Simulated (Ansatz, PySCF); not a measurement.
Complex: HCl (SMILES Cl) (first 2 atoms) with CHN (SMILES C#N); geometry from B3LYP-D3(BJ)/def2-TZVP, rigid monomers moved along the line of their centres of mass till H2···N4 is 3.66 Å.
(charge 0, multiplicity 1):
| atom | x (Å) | y (Å) | z (Å) |
|---|---|---|---|
| Cl | -0.3407 | -1.5326 | -0.6312 |
| H | -0.2715 | -0.8022 | 0.4350 |
| C | -0.0161 | 1.9150 | 4.3900 |
| N | -0.0764 | 1.2665 | 3.4497 |
| H | 0.0403 | 2.5196 | 5.2677 |

Counterpoise-corrected where a basis set is named; no monomer relaxation. Rows marked so take none.

Frozen-core correlation. Rows in 6-311+G** carry no dispersion term and start afresh at each structure.

Run with Ansatz (a program for electronic structure); PySCF for 6-311+G** rows, the dispersion terms. Each number belongs to the level named beside it.

Problem. What interaction energy does B3LYP/6-311+G** (no counterpoise) give?

Solution. -63 meV
